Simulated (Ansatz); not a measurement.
Reaction (formal exchange of groups at a C–O bond): `OCBO[SiH3]` + CH₄ → `CCBO[SiH3]` + H₂O

Isolated molecules relaxed with PBE0-D4/def2-TZVP in Ansatz; ΔE leaves out vibrations. CCSD(T)/CBS adds triple-zeta CCSD(T) − MP2 to the extrapolated MP2 energy (def2 sets, frozen cores). This one scheme is used for every species. Functionals use def2-TZVPP. B3LYP here is the variant with VWN-RPA as its local correlation; programs differ in this. One conformer a species, not always the lowest.

| level | ΔE (kJ/mol) |
| --- | --- |
| PBE-D4 | -44.1 |
| B3LYP-D4 | -40.6 |
| ωB97X-V | -42.2 |
| HF/def2-TZVPP | -35.8 |
| MP2/def2-TZVPP | -54.4 |
| CCSD(T)/def2-TZVPP | -48.6 |
| MP2/def2-QZVPP | -56.6 |
| SCS-MP2/def2-QZVPP | -50.8 |

(1) What does CCSD(T)/CBS give? (Best estimate.)

Largest T1 diagnostic among the species: 0.012.

Answers

(1) The calculation gave: -52.0 kJ/mol. The listed levels differ from it by 7.9, 11.4, 9.8, 16.2, -2.4, 3.4, -4.6, 1.2 kJ/mol.

From PBE to PBE0 (25 % exact exchange), in def2-TZVPP and without D4, ΔE moves by −3.1 kJ/mol. In def2-TZVPP, CCSD(T) changes the Hartree–Fock value by −12.8 kJ/mol (the triples alone add −0.9 kJ/mol) and MP2 by −18.6 kJ/mol. The D4 term adds −3.6 kJ/mol with B3LYP and −2.0 kJ/mol with PBE0; it sums over pairs of atoms, weighted by their polarisabilities, and B3LYP, whose exchange is more repulsive, gets the larger term.
